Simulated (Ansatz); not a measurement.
Consider the hydrogenolysis of the Si–Si bond: `N[Si@H](F)[Si@@H](N)F` + H₂ → `N[SiH2]F` + `N[SiH2]F`.

Isolated molecules relaxed with PBE0-D4/def2-TZVP in Ansatz; ΔE leaves out vibrations. CCSD(T)/CBS adds triple-zeta CCSD(T) − MP2 to the extrapolated MP2 energy (def2 sets, frozen cores). This one scheme is used for every species. DFT in def2-TZVPP. B3LYP here is the variant with VWN-RPA as its local correlation; programs differ in this. Each species was taken in one conformer, which may not be the lowest.

`N[Si@H](F)[Si@@H](N)F`:

Cartesian coordinates in Å:
```
N -0.671 -0.059 -1.889
Si -0.865 -0.904 -0.422
F -0.776 -2.506 -0.556
Si 0.856 -0.159 0.982
N 0.500 1.446 1.417
F 2.213 -0.317 0.120
H 0.236 0.019 -2.322
H -1.412 0.007 -2.568
H -2.242 -0.624 0.057
H 1.092 -0.913 2.238
H 0.123 2.101 0.752
H 0.946 1.908 2.192
```

H₂:

```xyz
2

H    -0.079    0.273    0.241
H     0.079   -0.273   -0.241
```

`N[SiH2]F`:

Cartesian coordinates in Å:
```
N 0.881 0.558 -0.101
Si -0.503 -0.384 0.167
F -1.601 -0.307 -1.001
H 1.609 0.268 -0.731
H 0.881 1.555 0.039
H -1.176 0.113 1.387
H -0.092 -1.803 0.241
```

`N[SiH2]F`:

Z-matrix (Å, degrees):
```
Si
F 1 1.605
N 1 1.696 2 114.6
H 1 1.479 2 105.8 3 -119.3
H 1 1.479 2 105.8 3 119.3
H 3 1.006 1 122.0 2 77.5
H 3 1.006 1 122.0 2 -77.5
```

```
             level  ΔE (kcal/mol)  difference from CCSD(T)/CBS
            PBE-D4           -4.6                          5.0
         r2SCAN-D4           -7.6                          2.0
          B3LYP-D4           -8.0                          1.6
           ωB97X-V           -9.0                          0.6
               PBE           -6.7                          2.9
              PBE0           -8.8                          0.8
     HF/def2-TZVPP          -17.7                         -8.1
SCS-MP2/def2-TZVPP          -12.2                         -2.6
   CCSD/def2-TZVPP          -11.8                         -2.2
     HF/def2-QZVPP          -17.9                         -8.3
       CCSD(T)/CBS           -9.6                            0
```

Largest T1 diagnostic among the species: 0.012.

The D4 term adds +3.5 kcal/mol with B3LYP and +2.0 kcal/mol with PBE0; it sums over pairs of atoms, weighted by their polarisabilities, and B3LYP, whose exchange is more repulsive, gets the larger term. In def2-TZVPP, CCSD(T) changes the Hartree–Fock value by +7.3 kcal/mol (the triples alone add +1.4 kcal/mol) and MP2 by +7.0 kcal/mol. From PBE to PBE0 (25 % exact exchange), in def2-TZVPP and without D4, ΔE moves by −2.1 kcal/mol.
